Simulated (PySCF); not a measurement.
Distorted geometries of Bi(CN)3

Bi(CN)3 (singlet). PySCF 2.14.0, RKS B3LYP, Bi def2-SVP with ECP60, C def2-SVP, N def2-SVP; non-relativistic Hamiltonian with scalar-relativistic core potentials where named; density fitting; no spin-orbit coupling. Relaxed geometry:

```xyz
7

Bi    0.0000    0.0000   -1.1835
C     1.8799    0.0000    0.0376
N     2.9203    0.0000    0.5556
C    -0.9399    1.6280    0.0376
N    -1.4601    2.5290    0.5556
C    -0.9399   -1.6280    0.0376
N    -1.4601   -2.5290    0.5556
```

Order these distorted geometries by energy above the relaxed one, lowest first.
A.
```xyz
7

Bi   -0.0913   -0.0082   -1.2172
C     2.0762   -0.1392    0.0795
N     2.8586    0.0193    0.5160
C    -1.0762    1.4603   -0.1140
N    -1.2749    2.6979    0.6526
C    -1.0904   -1.4707   -0.0188
N    -1.4020   -2.5593    0.6979
```
B.
```xyz
7

Bi   -0.0322   -0.0065   -1.1276
C     1.8479   -0.0175    0.0422
N     2.9644    0.0421    0.5295
C    -0.9417    1.6104   -0.0247
N    -1.4865    2.5340    0.5813
C    -0.9092   -1.6198    0.0080
N    -1.4426   -2.5426    0.5874
```
C.
```xyz
7

Bi    0.0135   -0.0567   -1.2059
C     1.8656   -0.0434    0.0404
N     3.0049   -0.0052    0.5424
C    -0.9737    1.6686    0.0472
N    -1.4787    2.5547    0.5768
C    -0.9482   -1.5907    0.0230
N    -1.4835   -2.5272    0.5722
```

C (0.58 eV), B (0.71 eV), A (12.24 eV).

Which forces (eV/Å) act in the one that lies 0.58 eV up?


```
Bi  -0.28  1.30  0.18
C    7.24  0.26  3.14
N   -7.10 -0.25 -3.10
C    1.20 -2.06 -1.40
N   -0.76  1.32  0.80
C   -2.51 -4.46  2.66
N    2.20  3.90 -2.28
```
Forces carry noise of the integration grid, about 0.01 to 0.03 eV/Å.
